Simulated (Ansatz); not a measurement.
A nudged elastic band was laid between two geometries of CH3ClOSi (7 atoms, charge 0, multiplicity 1).

Level of theory: Ansatz, RKS PBE-D4/6-31G.

| Quantity | Value |
| --- | --- |
| movable images | 5 |
| climbing image | yes |
| spring | 5.0 eV/Å² |
| optimiser | quadratic models (default) |
| start path | through a guess of the saddle point |
| force threshold | 0.05 eV/Å |
| iteration limit | 60 |
| end points | relaxed |

Initial state:

```xyz
7
Properties=species:S:1:pos:R:3
O -0.709 1.408 -0.206
C 0.143 0.658 0.530
Si 0.188 -1.200 0.514
Cl -0.790 -1.428 -1.535
H -1.072 0.860 -0.970
H 0.578 1.252 1.344
H 1.662 -1.550 0.322
```

Final state:

```xyz
7
Properties=species:S:1:pos:R:3
O -0.150 1.243 -0.392
C 0.441 0.264 0.481
Si -0.142 -1.622 0.545
Cl -1.430 -1.481 -1.315
H -0.648 0.782 -1.118
H 0.386 0.653 1.520
H 1.543 0.160 0.280
```

Problem. Which bonds break or form, and what moves?

Solution. Bonds broken: Si3–H7. Bonds formed: C2–H7.

Problem. Give the energies along the band, and the barrier.

Solution. The forces met the threshold. The highest image is number 3 of 0 to 6, 6.4 kcal/mol above the first end and 14.8 kcal/mol above the last; the last end lies 8.4 kcal/mol below the first. A vibrational analysis at the climbing image gives one clearly imaginary mode, 595i cm⁻¹: a first-order saddle point. The orbitals stay closed-shell, which can raise the energy where a bond breaks towards radicals; this wasn't checked here. Limits of this set-up: no polarisation functions.

```tsv
image	path coordinate (Å)	energy (kcal/mol)	Si3–H7 (Å)	C2–H7 (Å)
0	0.00	0.0	1.53	2.69
1	0.40	1.3	1.54	2.44
2	0.80	4.3	1.58	2.13
3	1.20	6.4	1.67	1.76
4	1.66	-0.7	1.91	1.28
5	2.13	-7.5	2.33	1.14
6	2.59	-8.4	2.47	1.12
```

Problem. What is the geometry of the highest image?

Solution. 
```xyz
7
Properties=species:S:1:pos:R:3:forces:R:3
O -0.441 1.290 -0.260 0.01 0.04 0.01
C 0.096 0.438 0.625 0.00 -0.03 -0.01
Si 0.117 -1.483 0.571 0.02 0.02 0.00
Cl -0.927 -1.404 -1.526 0.00 -0.01 0.00
H -0.893 0.759 -0.997 0.00 -0.01 -0.01
H 0.593 0.977 1.446 -0.01 0.00 0.00
H 1.455 -0.577 0.139 -0.02 -0.01 0.00
```

Problem. What are the harmonic wavenumbers there?

Solution. 595i, 202, 296, 344, 459, 608, 709, 792, 1010, 1190, 1305, 1425, 1583, 3077, 3110 cm⁻¹.

Time of the run: 110 s on 1 thread of Arm Neoverse V1 (shared host), peak memory 0.098 GiB.
